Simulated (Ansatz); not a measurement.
`[SiH3]C1=C(Br)C1` + HCl → `ClC1=C(Br)C1` + SiH₄  (substitution at a C–Si bond)

Calculated with Ansatz (gas phase, PBE0-D4/def2-TZVP geometries, no zero-point term in ΔE). CBS: MP2 limit from def2 TZ/QZ plus the TZ coupled-cluster correction, frozen cores. This one scheme is used for every species. For Br outer-core shells are correlated without core-valence functions, which leaves a few kJ/mol of doubt a bond. Scalar relativity is left out up to krypton.

`[SiH3]C1=C(Br)C1`:

```xyz
10

Si    0.869   -1.179    0.893
C    -0.141    0.003   -0.079
C    -1.175    0.354   -0.772
Br   -2.793   -0.143   -1.489
C    -0.213    1.447   -0.626
H     1.063   -0.642    2.264
H     0.185   -2.494    0.957
H     2.198   -1.330    0.247
H     0.426    1.722   -1.465
H    -0.419    2.261    0.068
```

HCl:

Cartesian coordinates in Å:
```
Cl -0.116 -0.323 0.539
H 0.116 0.323 -0.539
```

`ClC1=C(Br)C1`:

```xyz
7

Cl    1.642    0.681    1.752
C     0.498    0.195    0.636
C    -0.621   -0.370    0.351
Br   -2.145   -1.240    0.871
C     0.148    0.170   -0.820
H     0.668   -0.523   -1.484
H    -0.190    1.087   -1.306
```

SiH₄:

```xyz
5

Si    0.000    0.000    0.000
H    -1.448    0.280   -0.169
H     0.424    0.394    1.367
H     0.774    0.777   -1.001
H     0.250   -1.450   -0.197
```

```json
{"species": "`[SiH3]C1=C(Br)C1`", "MP2/CBS(def2) energy (Eh)": "-2979.39048"}
{"species": "HCl", "MP2/CBS(def2) energy (Eh)": "-460.35267"}
{"species": "`ClC1=C(Br)C1`", "MP2/CBS(def2) energy (Eh)": "-3148.27776"}
{"species": "SiH₄", "MP2/CBS(def2) energy (Eh)": "-291.42938"}
```

(1) Work out ΔE.

Largest T1 diagnostic among the species: 0.011.

Results:

(1) ΔE = (-3148.27776) + (-291.42938) − (-2979.39048) − (-460.35267) = 0.03601 Eh = +94.5 kJ/mol. CCSD(T)/CBS gives +94.0 kJ/mol.

From PBE to PBE0 (25 % exact exchange), in def2-TZVPP and without D4, ΔE moves by +6.3 kJ/mol.
